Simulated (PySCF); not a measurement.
B3H7N3, SMILES N1BNB[NH2+]B1, charge +1. Coordinates come from a PBE-D3(BJ)/def2-SVP optimisation. The isomer is the one that the SMILES or the coordinates give; other isomers of the formula were not compared.

**Question.** Give the equilibrium geometry at PBE-D3(BJ)/def2-SVP (PySCF confirms it by a frequency run) as Cartesian coordinates in Å, and its point group. (The exact figures need the calculation; the answer reports its results.)

**Answer.** point group C2v.
```xyz
13

B      0.0000     0.0000    -1.4990
N      0.0000     1.2407    -0.7452
B      0.0000     1.3429     0.6454
N      0.0000     0.0000     1.4263
B      0.0000    -1.3429     0.6454
N      0.0000    -1.2407    -0.7452
H      0.0000     0.0000    -2.7034
H      0.0000     2.1136    -1.2843
H      0.0000     2.3581     1.2933
H      0.8038     0.0000     2.0877
H     -0.8038     0.0000     2.0877
H      0.0000    -2.3581     1.2933
H      0.0000    -2.1136    -1.2843
```
Charge +1, spin multiplicity 1.
